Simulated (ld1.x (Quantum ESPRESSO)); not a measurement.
Which change was made? (Ta, PAW)

```json
{
 "Element": "Ta",
 "Generator": "ld1.x (Quantum ESPRESSO) 7.5",
 "Type": "PAW",
 "Functional": "LDA (PZ)",
 "Relativity": "scalar-relativistic",
 "Frozen core": "[Xe] 4f14",
 "Valence charge": "5",
 "Reference configuration": "5d3 6s2 6p0",
 "Partial waves": "6s (bound): rcut 2.55, rcutus 2.80 bohr; 6s channel at 3.05 Ry: rcut 2.55, rcutus 2.80 bohr; 6p (bound, empty): rcut 2.70, rcutus 3.65 bohr; 6p channel at 0.3 Ry: rcut 2.70, rcutus 3.65 bohr; 5d (bound): rcut 2.30, rcutus 2.90 bohr; 5d channel at 3.6 Ry: rcut 2.30, rcutus 2.90 bohr",
 "Local potential": "all-electron potential smoothed inside 2.20 bohr (lloc = -1)",
 "Core correction": "Bessel-smoothed model core, default radius (core density twice the valence density)",
 "Augmentation charge": "BESSEL, radius 1.70 bohr"
}
```

Cutoffs, loose and tight: the cutoffs (Ry, on a coarse ladder) from which the occupation-weighted sum of valence levels, in a spherical-Bessel basis at the reference potential, stays within 10 and 1 mRy of its value at 400 Ry. They do not see the model core or the augmentation charge, which bear on the density cutoff. Test errors are all-electron minus pseudo excitation energies from the reference, over the configurations 5d3 6s1 6p0; 5d3 6s0 6p0; 5d2 6s0 6p0; 5d3 6s1.5 6p0; 5d3 6s0 6p1; 5d1 6s0 6p0; 5d4 6s1 6p0 (two spin-polarised tests are not counted in the largest error); variants that change the core or the reference have their own tests. The largest error is taken over the tests solved by every variant that gives reliable tests at all, those not shown here included: 5d1 6s0 6p0; 5d2 6s0 6p0; 5d3 6s0 6p0; 5d3 6s0 6p1; 5d3 6s1 6p0; 5d3 6s1.5 6p0.

The base gives: outcome: generated; cutoff, loose: 12 Ry; cutoff, tight: 15 Ry; bound ghosts: s; largest test error (meV): -973.

Task: After one change the result is: outcome: generated; cutoff, loose: 12 Ry; cutoff, tight: 15 Ry; bound ghosts: none; largest test error (meV): -1039. Which change was it?
A. local potential all-electron potential smoothed inside 2.95 bohr (lloc = -1)
B. all radii but the core radius scaled by about 1.34 (s 3.74, p 4.88, d 3.88 bohr, rcut 3.42/3.62/3.08); local potential all-electron potential smoothed inside 2.94 bohr (lloc = -1); augmentation BESSEL, radius 2.28 bohr
C. local potential all-electron potential smoothed inside 3.40 bohr (lloc = -1)
D. waves 6p (bound): rcut 2.70, rcutus 5.44 bohr; 6p channel at 0.3 Ry: rcut 2.70, rcutus 5.44 bohr
E. waves 6s (bound): rcut 2.32, rcutus 2.46 bohr; 6s channel at 3.05 Ry: rcut 2.32, rcutus 2.46 bohr

Result: C. The others give: waves 6p (bound): rcut 2.70, rcutus 5.44 bohr; 6p channel at 0.3 Ry: rcut 2.70, rcutus 5.44 bohr → outcome: generated, overlap not positive; bound ghosts: s (p not tested, overlap not positive); largest test error (meV): -973 | waves 6s (bound): rcut 2.32, rcutus 2.46 bohr; 6s channel at 3.05 Ry: rcut 2.32, rcutus 2.46 bohr → outcome: failed: run_pseudo: Errors in PS-KS equation | local potential all-electron potential smoothed inside 2.95 bohr (lloc = -1) → outcome: generated; cutoff, loose: 10 Ry; cutoff, tight: 15 Ry; bound ghosts: none; largest test error (meV): -1114 | all radii but the core radius scaled by about 1.34 (s 3.74, p 4.88, d 3.88 bohr, rcut 3.42/3.62/3.08); local potential all-electron potential smoothed inside 2.94 bohr (lloc = -1); augmentation BESSEL, radius 2.28 bohr → outcome: generated; cutoff, loose: 6 Ry; cutoff, tight: 8 Ry; bound ghosts: none; largest test error (meV): test run stopped at test 1 of 9 (negative rho). A file whose overlap is not positive is unfit for use, and its test errors describe a broken file.
